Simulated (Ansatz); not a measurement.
Mulliken charges of CH₄BNO, SMILES `BOC=N` from PBE/def2-TZVPP in Ansatz (PBE0-D4/def2-TZVP geometry).

| atom | x (Å) | y (Å) | z (Å) | charge (e) |
| --- | --- | --- | --- | --- |
| B1 | -0.632 | 1.325 | -0.215 | 0.050 |
| O2 | 0.422 | 0.702 | 0.381 | -0.161 |
| C3 | 0.687 | -0.619 | 0.227 | 0.068 |
| N4 | -0.225 | -1.477 | 0.200 | -0.217 |
| H5 | -1.264 | 0.763 | -1.056 | 0.007 |
| H6 | -0.825 | 2.451 | 0.130 | 0.003 |
| H7 | 1.764 | -0.795 | 0.179 | 0.088 |
| H8 | 0.166 | -2.409 | 0.098 | 0.162 |

**Question.** By hand: the dipole of these point charges (1 e Å = 4.8032 D).

**Answer.** Σ q r = (0.167, -0.216, -0.075) e Å, of length 0.283 e Å = 1.36 D.

**Question.** How does the dipole of the full density compare? (An estimate is asked.)

**Answer.** Ansatz gave: (0.389, -0.212, -0.071) e Å, 2.16 D; the point charges give 0.63 times that, at 24° from its direction.

Point charges leave out the atoms' own dipoles, such as those of lone pairs, and Mulliken's split depends on the basis, so the two needn't agree.
